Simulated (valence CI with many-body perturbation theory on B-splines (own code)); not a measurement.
Level structure of W LXIX

Level of theory: relativistic CI+MBPT: four valence electrons over a frozen Dirac-Fock core [He], a basis of 11 s, 11 p, 9 d, 7 f, 5 g, 2 h, 1 i functions for each j, with the one-electron correlation potential Σ1 (screened to all orders), the two-electron term Σ2, the three-electron term Σ3, Breit, model QED; selected single and double excitations, second order for the rest (own B-spline code, finite nucleus).

The last digits are not significant, and no measured levels were compared; by estimate large intervals hold to a few tenths of a per cent, small ones and those within an open d or f shell to about a per cent. Among the levels kept, up to 270 cm⁻¹ of a level comes from second order outside the variational space, and about a tenth of that is noise between levels of different J, which matters for small intervals.

Levels 46 to 90 of 114, with energies above the lowest level, (2s^2 2p1/2^2) J=0. "Leading %" is the weight of the configuration and term that name the level; weights of strongly mixed levels are sums over their largest components and can fall short. In the jj column 3d3/2^4 stands for four electrons in 3d with j = 3/2. Lifetimes count E1, E2, E3, M1 and M2 decay at the calculated energies, and are blank where another channel may lead or the interval is too uncertain; long ones can be off by a factor of two.

```tsv
No.	Configuration	Term	J	E (eV)	Leading %	Lifetime	g	Leading jj
46	2s2p²3s	³P	1	12090	65	3.22 fs	1.543	2s 2p1/2 2p3/2 3s (98 %)
47	2s2p²3s	³D	3	12101	63	5.86 fs	1.418	2s 2p1/2 2p3/2 3s (99 %)
48	2s2p²3s	³P	2	12127	38	3.32 fs	1.207	2s 2p1/2 2p3/2 3s (99 %)
49	2s2p²3p	⁵P°	1	12154	39	5.52 fs	1.858	2s 2p1/2 2p3/2 3p1/2 (100 %)
50	2s2p²3p	⁵D°	2	12165	46	2.90 fs	1.328	2s 2p1/2 2p3/2 3p1/2 (100 %)
51	2s2p²3s	³P	0	12182	99	2.92 fs		2s 2p1/2 2p3/2 3s (99 %)
52	2s2p²3s	¹P	1	12184	45	3.00 fs	0.874	2s 2p1/2 2p3/2 3s (99 %)
53	2s2p²3s	³P	1	12190	73	6.85 fs	1.452	2s 2p1/2 2p3/2 3s (99 %)
54	2s2p²3s	¹D	2	12193	39	5.88 fs	1.194	2s 2p1/2 2p3/2 3s (99 %)
55	2s2p²3p	³D°	3	12196	33	2.01 fs	1.199	2s 2p1/2 2p3/2 3p1/2 (100 %)
56	2s2p²3p	³P°	2	12235	43	3.18 fs	1.457	2s 2p1/2 2p3/2 3p1/2 (99 %)
57	2s2p²3p	³P°	0	12267	49	1.96 fs		2s 2p1/2 2p3/2 3p1/2 (99 %)
58	2s2p²3p	³D°	1	12269	59	2.13 fs	0.887	2s 2p1/2 2p3/2 3p1/2 (99 %)
59	2s2p²3p	³F°	2	12271	45	3.15 fs	0.902	2s 2p1/2 2p3/2 3p1/2 (100 %)
60	2s2p²3p	¹P°	1	12320	29	3.06 fs	1.120	2s 2p1/2 2p3/2 3p1/2 (99 %)
61	2s²2p3p	³D	3	12379	98	93.6 fs	1.309	2s^2 2p3/2 3p3/2 (98 %)
62	2s²2p3p	¹P	1	12379	54	70.0 fs	1.321	2s^2 2p3/2 3p3/2 (98 %)
63	2s²2p3p	³P	2	12410	64	81.1 fs	1.302	2s^2 2p3/2 3p3/2 (98 %)
64	2s²2p3p	¹S	0	12438	66	67.8 fs		2s^2 2p3/2 3p3/2 (98 %)
65	2s²2p3d	³D°	2	12470	50	630 as	1.021	2s^2 2p3/2 3d3/2 (98 %)
66	2p³3s	³P°	2	12474	47	7.20 fs	1.476	2p1/2^2 2p3/2 3s (96 %)
67	2s²2p3d	³F°	3	12478	53	680 as	1.061	2s^2 2p3/2 3d3/2 (97 %)
68	2s²2p3d	³P°	1	12482	56	532 as	1.065	2s^2 2p3/2 3d3/2 (98 %)
69	2p³3s	¹P°	1	12483	31	3.45 fs	1.150	2p1/2^2 2p3/2 3s (95 %)
70	2s²2p3d	³P°	0	12487	98	686 as		2s^2 2p3/2 3d3/2 (98 %)
71	2p³3p	³P	1	12563	32	1.04 fs	1.471	2p1/2^2 2p3/2 3p1/2 (97 %)
72	2p³3p	³D	2	12564	25	1.06 fs	1.150	2p1/2^2 2p3/2 3p1/2 (97 %)
73	2s²2p3d	³F°	4	12567	95	2.83 ps	1.231	2s^2 2p3/2 3d5/2 (95 %)
74	2s2p²3p	⁵D°	3	12576	50	11.4 fs	1.476	2s 2p1/2 2p3/2 3p3/2 (98 %)
75	2s²2p3d	³P°	2	12580	42	905 as	1.226	2s^2 2p3/2 3d5/2 (94 %)
76	2s2p²3p	³P°	1	12587	27	2.77 fs	1.544	2s 2p1/2 2p3/2 3p3/2 (98 %)
77	2s²2p3d	³D°	3	12598	62	401 as	1.207	2s^2 2p3/2 3d5/2 (94 %)
78	2s2p²3p	³D°	2	12604	44	2.71 fs	1.400	2s 2p1/2 2p3/2 3p3/2 (95 %)
79	2s²2p3d	¹P°	1	12611	60	591 as	1.077	2s^2 2p3/2 3d5/2 (97 %)
80	2s2p²3p	³P°	0	12618	79	1.84 fs		2s 2p1/2 2p3/2 3p3/2 (100 %)
81	2s2p²3p	³F°	4	12618	60	251 fs	1.307	2s 2p1/2 2p3/2 3p3/2 (95 %)
82	2s2p²3p	³P°	2	12632	51	3.31 fs	1.382	2s 2p1/2 2p3/2 3p3/2 (98 %)
83	2s2p²3p	³D°	3	12644	53	2.87 fs	1.267	2s 2p1/2 2p3/2 3p3/2 (98 %)
84	2s2p²3p	¹P°	1	12648	40	1.80 fs	1.145	2s 2p1/2 2p3/2 3p3/2 (97 %)
85	2s2p²3d	⁵F	2	12660	44	2.09 fs	1.141	2s 2p1/2 2p3/2 3d3/2 (99 %)
86	2s2p²3d	⁵D	1	12663	48	2.54 fs	1.149	2s 2p1/2 2p3/2 3d3/2 (100 %)
87	2s2p²3d	⁵D	0	12664	82	8.31 fs		2s 2p1/2 2p3/2 3d3/2 (100 %)
88	2s2p²3d	⁵F	3	12670	49	2.11 fs	1.152	2s 2p1/2 2p3/2 3d3/2 (98 %)
89	2s2p²3p	³D°	2	12698	38	3.19 fs	1.342	2s 2p1/2 2p3/2 3p3/2 (99 %)
90	2s2p²3p	³D°	3	12700	46	4.16 fs	1.164	2s 2p1/2 2p3/2 3p3/2 (99 %)
```

Where two levels of one J and parity lie close, their mixing, g and order are uncertain.
